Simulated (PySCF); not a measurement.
Ag⁺ (silver, charge +1) across methods

[Kr] 4d9 5p1, one real determinant (an excited configuration). Calculation: PySCF 2.14, in x2c-QZVPPall with one added diffuse shell each of s, p, d, f, g type (14s9p8d5f3g, 143 functions); the spin-free X2C one-electron Hamiltonian (Gaussian nucleus).

| method | E (hartree) | mean ε 4d α (eV) | mean ε 4d β (eV) | mean ε 5p α (eV) | Σ⟨r²⟩ (bohr²) | ⟨S²⟩ |
| --- | --- | --- | --- | --- | --- | --- |
| UHF | -5312.30516 | -28.707 | -27.575 | -10.539 | 45.21 | 2.002 |
| PBE0 | -5314.47 | -23.247 | -22.370 | -9.329 | 44.27 | 2.001 |
| r2SCAN | -5314.81 | -21.511 | -20.632 | -8.891 | 44.11 | 2.001 |
| LDA | -5309.29 | -21.313 | -20.509 | -8.876 | 44.05 | 2.000 |

**Question.** Estimate the same row for PBE.

**Answer.** E (hartree) = -5314.40; mean ε 4d α (eV) = -21.115; mean ε 4d β (eV) = -20.308; mean ε 5p α (eV) = -8.760; Σ⟨r²⟩ (bohr²) = 44.23; ⟨S²⟩ = 2.001.

⟨L²⟩ = 8.04 against 12 for a pure F term, so this real determinant mixes terms.
